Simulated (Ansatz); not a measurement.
Geometry optimisation, Ansatz 0.2.0, UKS r2SCAN-D4/6-31G*.

The input (input.yaml):

```yaml
crystal:
  periodic: [false, false, false]
  atoms:
    - { symbol: Si, position_ang: [-0.055374, -0.014232, -0.28355] }
    - { symbol: H, position_ang: [-0.034247, 0.046931, 2.375295] }
    - { symbol: O, position_ang: [1.480461, 0.014806, -0.906436] }
    - { symbol: H, position_ang: [2.037732, -0.738562, -0.658085] }
    - { symbol: H, position_ang: [-0.696735, 1.159501, -0.944028] }
    - { symbol: O, position_ang: [-0.884051, -1.406534, -0.681608] }
    - { symbol: H, position_ang: [-1.124064, -1.963639, 0.072732] }
    - { symbol: "N", position_ang: [0.126726, -0.284907, 3.347266] }
    - { symbol: H, position_ang: [-0.78449, -0.224059, 3.801458] }
    - { symbol: H, position_ang: [0.693941, 0.442595, 3.788756] }
magnetization:
  spin_polarized: true
  initial_magnetization: 1
basis:
  gaussian: { orbitals: "6-31G*" }
hamiltonian:
  xc: r2scan
  dispersion: d4
relax:
  f_tol: 0.03
  max_steps: 50
```

Run as:

```bash
$ ansatz run input.yaml --threads 4 --pin off --max-ram 5120MiB --backend cpu --events-out ev --progress --plain --runs-dir out
```

Question: Where does it end, and by what steps?

Answer: The forces met the threshold. After 22 steps the energy has fallen by 0.493 eV; H7 moved furthest, 1.88 Å.

```tsv
step	energy less start (eV)	largest force component (eV/Å)	accepted
0	0.0000	0.563	yes
1	-0.0056	0.552	yes
2	-0.0055	0.881	no
3	-0.0193	0.299	yes
4	-0.0372	0.298	yes
5	-0.0600	0.508	yes
6	-0.0990	0.612	yes
7	-0.1662	0.273	yes
8	-0.2323	0.349	yes
9	-0.3036	0.478	yes
10	-0.3765	0.499	yes
11	-0.4293	0.428	yes
12	-0.4473	0.475	yes
13	-0.4642	0.787	yes
14	-0.4816	0.164	yes
15	-0.4777	0.591	no
16	-0.4854	0.139	yes
17	-0.4891	0.104	yes
18	-0.4715	0.394	no
19	-0.4910	0.122	yes
20	-0.4917	0.129	yes
21	-0.4924	0.108	yes
22	-0.4933	0.022	yes
```

```xyz
10
Properties=species:S:1:pos:R:3
Si 0.056 0.241 -0.688
H -0.131 0.599 3.185
O 1.441 -0.244 -1.494
H 2.172 -0.495 -0.912
H -0.890 0.480 -1.820
O -0.587 -0.880 0.331
H -0.426 -0.727 1.307
N -0.258 -0.397 3.019
H -1.119 -0.667 3.491
H 0.503 -0.878 3.493
```

Whether the end is a true minimum wasn't checked by a vibrational analysis.

Time of the run: 53 s on 4 threads of Arm Neoverse V1, on a shared host, peak memory 0.2 GiB.
